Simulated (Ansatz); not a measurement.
Born–Oppenheimer molecular dynamics of F$_{2}$H$_{4}$OSi (8 atoms, charge 0, multiplicity 1). It starts at the highest image of a converged band. Of that band: The profile has 2 maxima (images 1, 4) with wells between them (image 2): this band takes more than one step, which may be the mechanism or a detour left from its start path. Neighbouring images differ by up to 1.9 eV, so the band resolves the path poorly. A vibrational analysis at the climbing image gives one clearly imaginary mode, 1310i cm⁻¹: a first-order saddle point.

Computed with RKS PBE0-D4/def2-SVP (Ansatz 0.2.0).

```
ensemble                      : NVE (velocity Verlet)
time step                     : 0.5 fs
steps asked                   : 200
starting velocities drawn for : 300 K
seed                          : 2813
```

First frame:

```xyz
8
Properties=species:S:1:pos:R:3
Si -0.265 0.109 -0.078
H 0.092 -0.166 1.575
F 1.309 -0.283 -0.262
F -0.314 1.716 -0.132
H -0.758 -0.526 -1.325
O -1.864 -0.177 0.811
H -2.488 -0.857 0.520
H -0.914 -0.324 1.568
```

How far do the bonds stretch over the last three quarters of this one trajectory? (Pairs bonded in most of those frames.)


```json
{"bond": "Si1–H2", "mean (Å)": "1.484", "spread (Å)": "0.045", "shortest": "1.41", "longest": "1.55"}
{"bond": "Si1–F3", "mean (Å)": "1.626", "spread (Å)": "0.038", "shortest": "1.57", "longest": "1.69"}
{"bond": "Si1–F4", "mean (Å)": "1.625", "spread (Å)": "0.023", "shortest": "1.59", "longest": "1.67"}
{"bond": "Si1–H5", "mean (Å)": "1.484", "spread (Å)": "0.012", "shortest": "1.46", "longest": "1.50"}
{"bond": "O6–H7", "mean (Å)": "0.967", "spread (Å)": "0.017", "shortest": "0.93", "longest": "1.00"}
{"bond": "O6–H8", "mean (Å)": "0.968", "spread (Å)": "0.023", "shortest": "0.93", "longest": "1.01"}
```

Pairs bonded in part of these frames only: Si1–O6 7 %.

Mean temperature of the second half: 1696 K. The conserved energy stayed within 0.13 meV per atom of its start (net change -0.0051 meV per atom), so the integration is sound. The kinetic energy rose, since the run started high on the potential surface and went downhill. It ends in pieces (F2H2Si + H2O), so much of that is their flight and rotation, not heat. A run of 0.1 ps of so small a system gives no equilibrium averages. The orbitals stay closed-shell, which can raise the energy where a bond breaks towards radicals; this wasn't checked here.

Time of the run: 9 min on 1 thread of AMD EPYC 7R43 64-Core Processor (Zen 3) (shared host), peak memory 0.19 GiB.
